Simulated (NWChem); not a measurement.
All runs are NWChem calculations. System: CH5Si, charge 0, spin multiplicity 2, at a geometry optimised with UB3LYP/def2-SVP. The structure started from a generated list of species. Its SCF solution wasn't tested for a lower state. Level: UHF/cc-pVDZ.

Part of the output:

```
             Northwest Computational Chemistry Package (NWChem) 7.3.0
             --------------------------------------------------------

                                NWChem Input Module
                                -------------------

 Scaling coordinates for geometry "geometry" by  1.889725989
 (inverse scale =  0.529177249)

 Turning off AUTOSYM since
 SYMMETRY directive was detected!

                             Geometry "geometry" -> ""
                             -------------------------

 Output coordinates in angstroms (scale by  1.889725989 to convert to a.u.)

  No.       Tag          Charge          X              Y              Z
 ---- ---------------- ---------- -------------- -------------- --------------
    1 C                    6.0000    -0.15401300     1.19998400     0.00000000
    2 Si                  14.0000     0.16993400    -0.66501900     0.00000000
    3 H                    1.0000     0.28370600     1.67553200     0.89174600
    4 H                    1.0000     0.28370600     1.67553200    -0.89174600
    5 H                    1.0000    -1.23876300     1.40655200     0.00000000
    6 H                    1.0000    -0.39182000    -1.32363000     1.22140200
    7 H                    1.0000    -0.39182000    -1.32363000    -1.22140200

 Effective nuclear repulsion energy (a.u.)      55.2177346705

            Nuclear Dipole moment (a.u.)
            ----------------------------
        X                 Y               Z
 ---------------- ---------------- ----------------
     0.0000132281    -0.0000113384     0.0000000000

      Symmetry information
      --------------------

 Group name             Cs
 Group number              2
 Group order               2
 No. of unique centers     5

      Symmetry unique atoms

     1    2    3    5    6


 Summary of "ao basis" -> "" (spherical)
 ------------------------------------------------------------------------------
       Tag                 Description            Shells   Functions and Types
 ---------------- ------------------------------  ------  ---------------------
 *                          cc-pvdz                   on all atoms

 Summary of "ao basis" -> "ao basis" (spherical)
 ------------------------------------------------------------------------------
       Tag                 Description            Shells   Functions and Types
 ---------------- ------------------------------  ------  ---------------------
[...]
 Vector   14  Occ=0.000000D+00  E= 1.695982D-01  Symmetry=a'
              MO Center=  8.0D-02,  3.9D-01,  7.0D-16, r^2= 5.9D+00
   Bfn.  Coefficient  Atom+Function         Bfn.  Coefficient  Atom+Function
  ----- ------------  ---------------      ----- ------------  ---------------
     3      1.920229  1 C  s                 26     -1.088192  2 Si py
    34     -0.587511  3 H  s                 39     -0.587511  4 H  s
    44     -0.526167  5 H  s                 49     -0.389368  6 H  s
    54     -0.389368  7 H  s

 Vector   15  Occ=0.000000D+00  E= 2.175399D-01  Symmetry=a"
              MO Center=  4.6D-01, -5.4D-01,  1.6D-14, r^2= 4.4D+00
   Bfn.  Coefficient  Atom+Function         Bfn.  Coefficient  Atom+Function
  ----- ------------  ---------------      ----- ------------  ---------------
    27      1.922360  2 Si pz                49     -1.321822  6 H  s
    54      1.321822  7 H  s                  9     -0.391556  1 C  pz
    24      0.153452  2 Si pz

 center of mass
 --------------
 x =   0.06043704 y =  -0.08725374 z =   0.00000000

 moments of inertia (a.u.)
 ------------------
         161.948712797136          18.088989567190           0.000000000000
          18.088989567190          27.406449962039           0.000000000000
           0.000000000000           0.000000000000         156.430952366735

  Mulliken analysis of the total density
  --------------------------------------

    Atom       Charge   Shell Charges
 -----------   ------   -------------------------------------------------------
    1 C    6     6.30   2.00  0.63  0.51  2.02  1.10  0.03
    2 Si  14    13.66   2.00  2.01  0.74  0.49  6.00  1.39  0.82  0.22
    3 H    1     0.94   0.74  0.17  0.03
    4 H    1     0.94   0.74  0.17  0.03
    5 H    1     0.94   0.73  0.17  0.03
    6 H    1     1.11   0.72  0.38  0.01
    7 H    1     1.11   0.72  0.38  0.01

  Mulliken analysis of the alpha density
  --------------------------------------

    Atom       Charge   Shell Charges
 -----------   ------   -------------------------------------------------------
    1 C    6     3.14   1.00  0.32  0.25  1.01  0.54  0.02
    2 Si  14     7.33   1.00  1.00  0.40  0.32  3.00  0.89  0.61  0.11
    3 H    1     0.47   0.37  0.08  0.02
    4 H    1     0.47   0.37  0.08  0.02
    5 H    1     0.48   0.38  0.09  0.02
    6 H    1     0.55   0.36  0.19  0.01
    7 H    1     0.55   0.36  0.19  0.01

   Mulliken analysis of the beta density
   -------------------------------------

    Atom       Charge   Shell Charges
 -----------   ------   -------------------------------------------------------
    1 C    6     3.16   1.00  0.32  0.25  1.01  0.56  0.02
    2 Si  14     6.33   1.00  1.01  0.34  0.17  3.00  0.50  0.21  0.11
    3 H    1     0.47   0.37  0.09  0.02
    4 H    1     0.47   0.37  0.09  0.02
    5 H    1     0.46   0.36  0.08  0.02
    6 H    1     0.56   0.36  0.19  0.01
    7 H    1     0.56   0.36  0.19  0.01

   Mulliken analysis of the spin density
   -------------------------------------

    Atom       Charge   Shell Charges
 -----------   ------   -------------------------------------------------------
    1 C    6    -0.01   0.00  0.00 -0.00  0.00 -0.02  0.00
    2 Si  14     1.00  -0.00 -0.00  0.07  0.15 -0.00  0.39  0.40  0.01
    3 H    1    -0.00   0.00 -0.00 -0.00
    4 H    1    -0.00   0.00 -0.00 -0.00
    5 H    1     0.02   0.02  0.00 -0.00
    6 H    1    -0.00   0.00 -0.01  0.00
    7 H    1    -0.00   0.00 -0.01  0.00

       Multipole analysis of the density wrt the origin
       ------------------------------------------------

     L   x y z        total         alpha         beta         nuclear
     -   - - -        -----         -----         ----         -------
     0   0 0 0     -0.000000    -13.000000    -12.000000     25.000000

     1   1 0 0      0.012514     -0.662384      0.674885      0.000013
     1   0 1 0      0.300156      0.865234     -0.565067     -0.000011
     1   0 0 1     -0.000000      0.000000     -0.000000      0.000000

     2   2 0 0    -16.852553    -15.745385    -10.210396      9.103228
     2   1 1 0     -0.039830      5.532999      3.159951     -8.732780
     2   1 0 1      0.000000      0.000000      0.000000      0.000000
     2   0 2 0    -17.235595    -56.937938    -52.889890     92.592233
     2   0 1 1     -0.000000     -0.000000     -0.000000      0.000000
     2   0 0 2    -16.958311    -17.478093    -15.814508     16.334289

 Task  times  cpu:        0.6s     wall:        0.6s

 Total times  cpu:        0.6s     wall:        0.6s
```

### Question
Write an NWChem input that would produce this output.

### Answer
One answer among several that fit: 
```
start mol
memory heap 200 mb stack 900 mb global 1100 mb
geometry units angstroms nocenter noautoz
  C     -0.154013     1.199984     0.000000
  Si     0.169934    -0.665019     0.000000
  H      0.283706     1.675532     0.891746
  H      0.283706     1.675532    -0.891746
  H     -1.238763     1.406552     0.000000
  H     -0.391820    -1.323630     1.221402
  H     -0.391820    -1.323630    -1.221402
  symmetry group Cs
end
basis spherical
  * library cc-pvdz
end
scf
  uhf
  nopen 1
  maxiter 100
  thresh 1e-7
  semidirect memsize 60000000 filesize 0
  # guess.movecs holds the orbitals of an unrestricted PBE0 run
  vectors input guess.movecs output mol.movecs
end
task scf energy
```
